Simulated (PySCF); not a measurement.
# Electronic absorption of C5H10BN

Compound: C5H10BN.
SMILES: `CC#CB(N)CC`

Computed, not measured: TDDFT PBE0/def2-SVPD, vertical, gas phase, core orbitals frozen in the response (PySCF 2.14.0, density-fitted response routines). One conformer (not necessarily the lowest) at the PBE0-D3(BJ)/def2-SVP geometry, without solvent, vibrations or thermal averaging. Torsions of this conformer, `[CH3:1][C:2]#[C:3][B:4]([NH2:5])[CH2:6][CH3:7]`: C3–B4–C6–C7 54°, H–N5–B4–C3 180°, H–N5–B4–C3 1°.

| state | E (eV) | E (kJ/mol) | λ (nm) | f | main configurations (H = HOMO, L = LUMO) |
| --- | --- | --- | --- | --- | --- |
| S1 | 5.20 | 502 | 238.4 | 0.0003 | H→L (97%) |
| S2 | 5.90 | 569 | 210.2 | 0.096 | H-1→L (73%), H→L+3 (11%) |
| S3 | 6.47 | 624 | 191.6 | 0.0002 | H-1→L+1 (70%), H-1→L+3 (17%) |
| S4 | 6.60 | 637 | 187.9 | 0.031 | H→L+1 (84%), H→L+2 (10%) |
| S5 | 6.79 | 655 | 182.7 | 0.0006 | H-1→L+3 (28%), H-1→L+2 (27%), H-1→L+1 (24%) |
| S6 | 6.94 | 669 | 178.7 | 0.0037 | H-3→L (82%), H-2→L (10%) |

The lowest singlet comes at 238 nm (502 kJ/mol) in the ultraviolet; it is dark (f under 0.0005); its leading configuration is HOMO→LUMO (97%). The strongest level in the table is S2 at 5.90 eV (210 nm, f = 0.096). Löwdin shares by element: HOMO carbon 85% or more; LUMO carbon 38% or more, boron 24%, nitrogen 14% (atoms not listed hold the other 24%). The oscillator strengths of these states sum to 0.132; summed over the whole spectrum of an exact calculation they would give the number of electrons, 52 (Thomas–Reiche–Kuhn). Orbital energies (eV): HOMO-3 -8.60, HOMO-2 -8.54, HOMO-1 -7.28, HOMO -7.21, LUMO -0.20, LUMO+1 0.38, LUMO+2 0.94. Weighted by f, the mean energy of these states is 6.09 eV. The window holds the lowest 6 singlets.
